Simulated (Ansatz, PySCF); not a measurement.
Molecule: H$_{3}$S$_{2}$ (charge +1, singlet). It need not be the lowest isomer of its formula. SMILES: S[SH2+]
Geometry from a B3LYP-D3(BJ)/def2-TZVP (Ansatz, a program for electronic structure) optimisation:
```xyz
5

S     -0.8128    -0.1252     0.5607
S      0.8973     0.1229    -0.5928
H     -1.7033    -0.5286    -0.3799
H      1.6348    -0.5812     0.2913
H     -1.2829     1.1466     0.6035
```
Charge +1, spin multiplicity 1.

Wanted: vertical triplet-singlet gap (E(triplet) - E(singlet); each state is the SCF solution reached for its spin), in eV. Cores are frozen in the correlated levels unless marked. Open shells are spin-unrestricted. Spin-orbit coupling is left out. No relativistic terms. CBS(X,Y): correlation extrapolated as X^-3; Hartree-Fock from the larger set. The bracket is a focal-point correction in the basis named.

| level | program | vertical triplet-singlet gap (eV) |
|---|---|---|
| HF/def2-QZVPPD | Ansatz | 3.28 |
| B3LYP/def2-TZVPD | Ansatz | 3.64 |
| PBE0/def2-TZVPD | Ansatz | 3.57 |
| M06-2X/def2-TZVPD | PySCF | 3.76 |

Estimate the value at RI-MP2/CBS(aug-cc-pV(T+d)Z,aug-cc-pV(Q+d)Z)+[CCSD(T)-MP2]/aug-cc-pV(T+d)Z as computed with Ansatz.

3.81 eV
